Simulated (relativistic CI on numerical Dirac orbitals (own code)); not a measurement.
Calculated levels, Pm IV

These numbers are calculated, not measured: Dirac-Coulomb-Breit CI, KLI orbitals optimised for each configuration, model QED, valence Slater integrals scaled by 0.85 (own radial code, finite nucleus).

Configuration list (outside the closed core [Xe]): 4f4.

The lowest level is 4f4 5I_4, with 97 % of that term; Hund's rules for 4f4 give 5I with J = 4, in agreement.

```
No.  Configuration  Term  J  E (eV)   %  Landé g  Lifetime (s)
  1            4f4    5I  4  0.0000  97    0.604              
  2            4f4    5I  5  0.1806  99    0.901      5.33e+00
  3            4f4    5I  6  0.3777  99    1.070      3.25e+00
  4            4f4    5I  7  0.5854  98    1.175      3.19e+00
  5            4f4    5I  8  0.7994  96    1.244      4.91e+00
  6            4f4    5F  1  1.6964  95    0.025              
  7            4f4    5F  2  1.7519  93    1.008      1.83e+02
  8            4f4    5F  3  1.8571  95    1.241      2.44e+01
  9            4f4    5S  2  1.9467  93    1.962      1.61e+02
 10            4f4    5F  4  1.9694  88    1.313      4.25e+00
 11            4f4    3K  6  2.0190  98    0.859      4.70e-01
 12            4f4    5F  5  2.1336  91    1.379      6.53e+00
 13            4f4    3K  7  2.1800  84    1.001      3.08e-01
 14            4f4    3H  4  2.3110  59    0.924      1.92e-01
 15            4f4    3K  8  2.3696  72    1.098      2.73e-01
 16            4f4    5G  2  2.4747  92    0.362      5.04e+00
 17            4f4    5G  3  2.4788  57    0.859      2.46e+00
 18            4f4    3H  5  2.6054  63    1.109      2.36e-01
 19            4f4    5G  4  2.7270  72    1.075      4.47e-01
 20            4f4    3G  3  2.8048  58    0.826      8.64e-01
 21            4f4    3L  7  2.8504  85    0.895      4.75e-01
 22            4f4    3D  2  2.9174  60    1.211      3.56e-01
 23            4f4    5G  5  2.9460  75    1.210              
 24            4f4    3H  6  2.9688  67    1.214              
 25            4f4    3L  8  2.9912  69    1.011              
 26            4f4    3D  1  3.0449  51    0.939              
 27            4f4    3L  9  3.1162  79    1.089              
 28            4f4    3M  8  3.1341  48    0.952              
 29            4f4    3G  4  3.1368  60    1.048              
 30            4f4    5G  6  3.1700  68    1.278
```

Energies count from the lowest computed level; lifetimes are radiative, by E1, M1, E2, M2 decay to levels of this space only; some are left blank where a channel outside the calculation adds to the decay or the decay crosses a small, uncertain gap.

The mean weight of the leading LS term, summed over parents, in these 30 levels is 79 %, and that of the leading jj configuration (from the same eigenvectors) 55 %, so LS coupling describes them better.

One configuration and one scale for all Slater integrals: terms of lower spin can come out thousands of cm⁻¹ low, and their order can be wrong.

Landé's interval rule says that E(J) − E(J−1) = AJ with one A. For the ground term the intervals give A = 291.3, 265.0, 239.4, 215.7 cm⁻¹ for J = 5, 6, 7, 8; the multiplet is regular.

LS names give the leading component of a level, which can be under half, so a name can repeat, a term be missing and a line seem to break the LS rules.
